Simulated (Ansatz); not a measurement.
An input meant for the cluster Ag2H (charge 0, doublet; with a point charge).

```yaml
crystal:
  periodic: [false, false, false]
  atoms:
    - {symbol: Ag, position_ang: [0.492040, -0.283396, -0.824342]}
    - {symbol: Ag, position_ang: [-0.690080, 0.434112, 0.455428]}
    - {symbol: H, position_ang: [0.198040, -0.103483, 0.293010]}
basis:
  gaussian: {orbitals: def2-SVP, point_charges: [{charge: 2.00, position_ang: [3.572, 0.304, 0.157]}]}
magnetization: {spin_polarized: true, initial_magnetization: 1}
hamiltonian: {xc: {name: B2GP-PLYP}}
```

```sh
$ ansatz run in.yaml --threads 4 --pin off --events-out ev --progress --plain --max-ram 3916MiB
```

Shortened log:

```
Functional definition: B2GP-PLYP
711 factors; integrals over basis functions are off by at most 7.1e-4 eV
mean field evaluation 1: about -7978.0529 eV, gradient 2.8e1 eV
mean field evaluation 2: about -7978.3852 eV, gradient 2.8e1 eV
mean field evaluation 4: about -7980.8824 eV, gradient 2.0e0 eV
mean field evaluation 8: about -7980.9157 eV, gradient 2.6e-1 eV
mean field evaluation 16: about -7980.9170 eV, gradient 6.8e-4 eV
a density is far from that of the atoms, so the factors are made again for it
753 factors; integrals over basis functions are off by at most 3.7e-4 eV
mean field evaluation 32: about -7978.0529 eV, gradient 2.8e1 eV
mean field -7980.91685769 eV, -293.2932848603 hartree, gradient 3.0e-6 eV, S^2 0.753394; 1 other end points of the search recorded, 0 dependent functions left out
reference -7980.91696008 eV, -293.2932886231 hartree; 20, 19 occupied and 47, 48 virtual orbitals, 753 factors
second order -23.12509039 eV of doubles, -0.00000000 eV of singles
Total energy: -7989.24199262 eV, -293.5992279260 hartree
```

In this input the geometry is squeezed to about two thirds of its size. The run converged. The result belongs to that input, not to the species as meant.

In the def2 sets Ag takes a core potential; there is no spin–orbit coupling. Correlated methods freeze no core orbitals; core or outer-core shells of Ag are correlated, in sets that lack core-valence functions.
